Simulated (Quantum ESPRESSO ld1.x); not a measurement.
Species: the lead ion Pb48+. Configuration: [Ar] 3d10 4s2 4p4. Calculated with ld1.x of Quantum ESPRESSO 7.5: Dirac Kohn-Sham, PBE, spin-unpolarised, spherical densities, point nucleus; open shells fill j = l - 1/2 first.

Normalised radial functions P(r) = r R(r) (large component), r in bohr:

```
   r/bohr * 3d5/2, o 4s1/2 (the largest magnitude, 2.56, reaches the edge; | marks zero, & curves that meet)
 0.001586                             *  o
 0.002016                             *   o
 0.002563                             *    o
 0.003258                             *    o
 0.004141                             *     o
 0.005265                             *     o
 0.006693                             *     o
 0.008508                             *     o
  0.01073                             *    o
  0.01364                             |* o
  0.01734                             |&
  0.02204                           o | *
  0.02802                       o     |  *
  0.03562                     o       |     *
  0.04529                    o        |        *
  0.05757                      o      |            *
  0.07261                            o|                  *
   0.0923                             |      o                *
   0.1173                             |            o             *
   0.1492                             |           o              *
   0.1896                             |  o                   *
   0.2411                  o          |              *
   0.3064        o                    |       *
   0.3896         o                   |  *
   0.4913                 o           |*
   0.6246                        o    *
    0.794                            o*
    1.009                             &
```

3d5/2: eigenvalue -4829.4 eV, 0 radial nodes, <r> = 0.158 bohr, 90 % of the charge inside 0.243 bohr. 4s1/2: eigenvalue -2929.1 eV, 3 radial nodes at r = 0.0187, 0.0759, 0.200 bohr, <r> = 0.343 bohr, 90 % of the charge inside 0.486 bohr.
